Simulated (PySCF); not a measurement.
Geometry:
```tsv
atom	x (Å)	y (Å)	z (Å)
N1	-2.059	0.931	1.700
C2	-1.233	0.836	0.894
C3	-0.186	0.706	-0.090
F4	0.031	1.846	-0.800
Si5	1.197	-0.537	0.381
C6	-0.186	-0.589	-0.890
F7	-1.288	-1.367	-0.874
H8	1.038	-1.155	1.715
H9	2.561	-0.307	-0.146
H10	0.176	-0.383	-1.910
```

Geometry: PBE0-D3(BJ)/def2-SVP; GIAO absolute shieldings from PySCF, gas phase, non-relativistic, averaged over equivalent atoms.

At PBE0/cc-pVTZ (256 basis functions):
| atoms | σ (ppm) |
| --- | --- |
| N1 | -60.4 |
| C2 | 70.9 |
| C6 | 108.0 |
| C3 | 114.7 |
| F4 | 401.4 |
| F7 | 428.1 |
| Si5 | 452.1 |
| H10 | 26.20 |
| H8 | 27.40 |
| H9 | 27.56 |

Estimate the result of repeating the calculation with PBE0/pcSseg-2.

Results:


```tsv
atoms	σ at PBE0/pcSseg-2	change
N1	-73.3	-12.9
C2	63.1	-7.8
C6	102.3	-5.7
C3	108.6	-6.1
F4	399.1	-2.3
F7	428.1	+0.0
Si5	437.5	-14.6
H10	26.12	-0.08
H8	27.40	+0.00
H9	27.56	+0.00
```

The largest change is at Si5 (silicon bonded to 2 C, 2 H, in a 3-membered ring). Cost: 301 basis functions. The order of the carbon signals is the same at both levels.
